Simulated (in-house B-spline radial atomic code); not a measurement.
Results of a calculation; reference values are marked as such.
Ghost states of the separable form: Sc

Sc, [Ar] 3d1 4s2, non-relativistic PBE, spherical and spin-unpolarised, from an all-electron radial atomic-structure program (B-spline basis) (atomic units; all potentials screened as in the neutral atom).

Troullier-Martins channels: 4s (ε = -0.1526, r_c = 3.215 bohr), 3p (ε = -1.2350, r_c = 0.95 bohr), 3d (ε = -0.1238, r_c = 3.215 bohr). In the Kleinman-Bylander form one channel serves as the local potential, and each other channel l becomes |δV u><u δV|/<u|δV|u>, with δV = V_l − V_local and u the pseudo-orbital. Its strength is E_KB = <u|δV²|u>/<u|δV|u>. By the analysis of Gonze, Stumpf and Scheffler a spurious state lies below the reference level ε if E_KB > 0 and ε is above the second level of the local potential alone, or if E_KB < 0 and ε is above its first. The table's levels are those of angular momentum l in a sphere of 9 bohr, whose wall can lift a shallow ε a little above its free-atom value.

| local | channel | <u δV u> | <u δV² u> | ε | first local level | second local level |
| --- | --- | --- | --- | --- | --- | --- |
| d | s | 0.11357 | 0.44524 | -0.1506 | -3.1399 | -0.3086 |
| d | p | 0.27596 | 0.45455 | -1.2350 | -1.5634 | -0.0234 |
| s | d | -1.9338 | 7.3231 | -0.1236 | 0.0716 | 0.3272 |
| s | p | -3.7046 | 17.563 | -1.2350 | -0.0547 | 0.1930 |
| p | d | -0.30766 | 0.34942 | -0.1236 | 0.0220 | 0.1944 |
| p | s | 0.13634 | 0.31979 | -0.1506 | -3.1225 | -0.2969 |

**Question.** Apply the rule to each row.

**Answer.** Local d, channel s: E_KB = +3.92, so ε = -0.1506 is set against -0.3086: a ghost. Local d, channel p: E_KB = +1.65, so ε = -1.2350 is set against -0.0234: no ghost. Local s, channel d: E_KB = -3.79, so ε = -0.1236 is set against 0.0716: no ghost. Local s, channel p: E_KB = -4.74, so ε = -1.2350 is set against -0.0547: no ghost. Local p, channel d: E_KB = -1.14, so ε = -0.1236 is set against 0.0220: no ghost. Local p, channel s: E_KB = +2.35, so ε = -0.1506 is set against -0.2969: a ghost.

Diagonalising the separable Hamiltonian gives:

| local | channel | three lowest levels | all-electron, two lowest valence levels |
| --- | --- | --- | --- |
| d | s | -1.0531, -0.1506, 0.1204 | -0.1506, 0.1195 |
| d | p | -1.2350, -0.0222, 0.2354 | -1.2350, -0.0436 |
| s | d | -0.1236, 0.1091, 0.4069 | -0.1236, 0.1048 |
| s | p | -1.2350, -0.0223, 0.2439 | -1.2350, -0.0436 |
| p | d | -0.1236, 0.1067, 0.3945 | -0.1236, 0.1048 |
| p | s | -1.5085, -0.1506, 0.1189 | -0.1506, 0.1195 |

**Question.** Which choices of local channel are safe?

**Answer.** Free of ghosts: s. With d local the s channel has a ghost 0.90 hartree below ε, since the local potential binds more than one state below ε, and a repulsive term of rank one raises each level at most to the next, so it clears only one of them. With p local the s channel has a ghost 1.36 hartree below ε, since the local potential binds more than one state below ε, and a repulsive term of rank one raises each level at most to the next, so it clears only one of them. Among the safe choices the second level, which tests transfer, is off by at most 21.3 millihartree (s local).
